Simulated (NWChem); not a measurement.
Molecule: CH3FTe; SMILES C[Te]F

Computed with NWChem. def2 effective core potentials on Te; no spin-orbit coupling. Each level has its own optimisation; frequencies are unscaled.

For level Hartree-Fock/STO-3G (all-electron, non-relativistic):

```
Item                               Value
---------------------------------  -----
highest harmonic frequency (cm⁻¹)   3767
lowest (cm⁻¹)                         44
zero-point energy (kcal/mol)        28.8
```

**Question.** Estimate the same quantities for level PBE-D3(BJ)/def2-SVP (core potentials).

**Answer.** The highest harmonic frequency (cm⁻¹) is 3130 and the lowest (cm⁻¹) comes out as 68. The zero-point energy (kcal/mol) is 23.0.
